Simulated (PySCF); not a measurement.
```xyz
3
charge 1 multiplicity 3, angstrom
Tc   -0.2160    0.0000    0.0000
O     0.6666    0.0000    1.4063
O     0.6666    0.0000   -1.4063
```

All numbers come from UPBE/[Tc def2-TZVP with ECP28, O def2-TZVP], scalar-relativistic core potentials, density fitting, no spin–orbit coupling, PySCF.

This geometry of [TcO2]+ is a stationary point at this level.

Q: What is the point group?

A: C2v.

Q: Is it a minimum?

A: Yes: all harmonic wavenumbers are real.

Q: List the harmonic modes with their infrared intensities.

A: 
| symmetry | ω (cm⁻¹) | IR (km/mol) |
| --- | --- | --- |
| a1 | 311 | 1.4 |
| b2 | 980 | 111 |
| a1 | 1034 | 5.8 |

Q: What are the dipole moment and the gap between the highest occupied and lowest empty levels of either spin?

A: 3.61 D about the centre of mass and 1.40 eV.

In C2v the vibrations span 2a1 + b2. Here b1 is antisymmetric to the molecular plane and b2 lies in it.

Other isomers or separated fragments may lie lower. With open d or f shells other occupations or spin states may lie lower.
